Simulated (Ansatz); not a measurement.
Born–Oppenheimer molecular dynamics of C3H13NO2Si2 (21 atoms, charge 0, multiplicity 1). It starts from a relaxed structure.

The calculation used RKS B3LYP-D4/STO-3G in Ansatz.

* ensemble: NVE (velocity Verlet)
* time step: 0.5 fs
* steps asked: 158
* starting velocities drawn for: 500 K
* seed: 810363

First frame:

```xyz
21
Properties=species:S:1:pos:R:3
Si -0.267 -0.163 0.140
O -0.250 -0.052 1.851
C -1.538 0.387 2.382
H -2.397 -0.238 2.049
H -1.488 0.319 3.488
H -1.780 1.443 2.125
H 1.117 -0.456 -0.173
N -0.770 1.262 -0.726
C -2.221 1.486 -0.960
H -2.719 0.501 -1.009
H -2.711 2.090 -0.165
H -2.384 2.010 -1.922
C 0.011 2.519 -0.611
H -0.130 3.143 -1.515
H -0.273 3.141 0.267
H 1.087 2.281 -0.524
O -1.394 -1.310 -0.356
Si -1.283 -2.886 0.263
H 0.046 -3.445 0.102
H -1.627 -2.945 1.671
H -2.229 -3.683 -0.485
```

(1) How far do the bonds stretch over the last three quarters of this one trajectory? (Pairs bonded in most of those frames.)

## Answers

(1) 
| bond | mean (Å) | spread (Å) | shortest | longest |
| --- | --- | --- | --- | --- |
| Si1–O2 | 1.711 | 0.023 | 1.68 | 1.76 |
| Si1–H7 | 1.453 | 0.057 | 1.37 | 1.54 |
| Si1–N8 | 1.737 | 0.018 | 1.71 | 1.77 |
| Si1–O17 | 1.688 | 0.037 | 1.63 | 1.76 |
| O2–C3 | 1.463 | 0.015 | 1.43 | 1.49 |
| C3–H4 | 1.113 | 0.011 | 1.09 | 1.13 |
| C3–H5 | 1.115 | 0.028 | 1.07 | 1.16 |
| C3–H6 | 1.114 | 0.010 | 1.10 | 1.13 |
| N8–C9 | 1.483 | 0.020 | 1.45 | 1.51 |
| N8–C13 | 1.488 | 0.011 | 1.48 | 1.52 |
| C9–H10 | 1.107 | 0.009 | 1.09 | 1.12 |
| C9–H11 | 1.114 | 0.010 | 1.10 | 1.13 |
| C9–H12 | 1.109 | 0.009 | 1.09 | 1.12 |
| C13–H14 | 1.107 | 0.021 | 1.07 | 1.14 |
| C13–H15 | 1.118 | 0.032 | 1.06 | 1.17 |
| C13–H16 | 1.112 | 0.028 | 1.07 | 1.16 |
| O17–Si18 | 1.700 | 0.021 | 1.67 | 1.75 |
| Si18–H19 | 1.465 | 0.062 | 1.37 | 1.55 |
| Si18–H20 | 1.454 | 0.015 | 1.42 | 1.48 |
| Si18–H21 | 1.453 | 0.050 | 1.38 | 1.52 |

Mean temperature of the second half: 252 K. The conserved energy stayed within 0.35 meV per atom of its start (net change 0.23 meV per atom), so the integration is sound. Over the second half the temperature averaged 0.50 of the 500 K drawn at the start: a run that starts near a minimum puts about half its kinetic energy into the potential. A run of 0.079 ps of so small a system gives no equilibrium averages. Limits of this set-up: minimal basis.

The run took 18 min on 1 thread of AMD EPYC 7R13 Processor (Zen 3), with other jobs on the host, peak memory 0.19 GiB.
